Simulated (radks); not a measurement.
Ge2+, 30 electrons, occupied as [Ar] 3d10 4s2 (the NIST ground configuration).

Calculated with a radial shooting solver on a logarithmic mesh with Libxc functionals: scalar-relativistic Kohn-Sham, r2SCAN, spin-polarised, spherical densities, finite nucleus; meta-GGA in the generalised Kohn-Sham scheme; Fermi nuclear charge, rms radius 4.0742 fm.

Energy parts (Ry):
| part | energy |
|---|---|
| total | -4196.64715 |
| kinetic | 4272.85783 |
| electron-nucleus | -10070.85044 |
| Hartree | 1760.01365 |
| exchange-correlation | -158.66820 |

Orbitals (lengths in bohr, moments of r in powers of bohr; r(90%) holds 90 % of the orbital's charge):
| orbital | occ. | eigenvalue (Ry) | r(90%) |
|---|---|---|---|
| 1s | 2 | -809.3995 | 0.0840 |
| 2s | 2 | -103.1956 | 0.324 |
| 2p | 6 | -90.21751 | 0.300 |
| 3s | 2 | -14.23055 | 0.932 |
| 3p | 6 | -10.21312 | 0.993 |
| 3d | 10 | -3.67467 | 1.23 |
| 4s | 2 | -2.17167 | 2.87 |

The highest occupied level is 4s at -29.547 eV. Summed over all electrons, <r^2> = 19.57 bohr^2, which gives a Langevin (diamagnetic) susceptibility term of -15.5 x 10^-6 cm^3/mol. For comparison, the ionisation energy in NIST's Atomic Spectra Database is 34.058 eV (measured). In exact Kohn-Sham theory the highest level is minus the ionisation energy, but local and semilocal functionals leave it too shallow, through self-interaction and a potential that decays too fast; potentials with the right tail come closer.
